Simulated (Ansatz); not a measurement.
Stepwise reaction of `BOCC` with hydrogen fluoride, as a gas-phase model of exchange steps in deposition or etching. ΔE in kJ/mol; ΔG adds harmonic PBE0-D4 terms to CCSD(T)/CBS, at 1 bar.

Calculated with Ansatz (gas phase, PBE0-D4/def2-TZVP geometries, no zero-point term in ΔE). CCSD(T)/CBS adds triple-zeta CCSD(T) − MP2 to the extrapolated MP2 energy (def2 sets, frozen cores). This one scheme is used for every species. Functionals use def2-TZVPP. B3LYP here is the variant with VWN-RPA as its local correlation; programs differ in this. Each species was taken in one conformer, which may not be the lowest.

```
step                     reaction  PBE-D4  B3LYP-D4  ωB97M-V  CCSD(T)/CBS  ΔG(500 K)
   1  `BOCC` + H–F → `CCOBF` + H₂  -129.8    -133.3   -133.4       -125.6     -126.7
```

Give the row of step 2, `CCOBF` + H–F → `CCOB(F)F` + H₂. (An estimate is asked.)

Computed: 
```json
{"step": "2", "reaction": "`CCOBF` + H–F → `CCOB(F)F` + H₂", "PBE-D4": "-114.7", "B3LYP-D4": "-120.7", "ωB97M-V": "-121.0", "CCSD(T)/CBS": "-114.1", "ΔG(500 K)": "-115.0"}
```

By hand: ΔE of the 2 steps together at CCSD(T)/CBS.

(-125.6) + (-114.1) = -239.7 kJ/mol, or -119.8 kJ/mol a step.

In ΔE each step is higher than the one before. All are downhill at CCSD(T)/CBS. ΔG lies between -126.7 and -115.0 kJ/mol a step. PBE-D4 differs from CCSD(T)/CBS by -4.2 to -0.6 kJ/mol a step. Isolated molecules leave out the surface, adducts and barriers. Largest T1 diagnostic: 0.013.
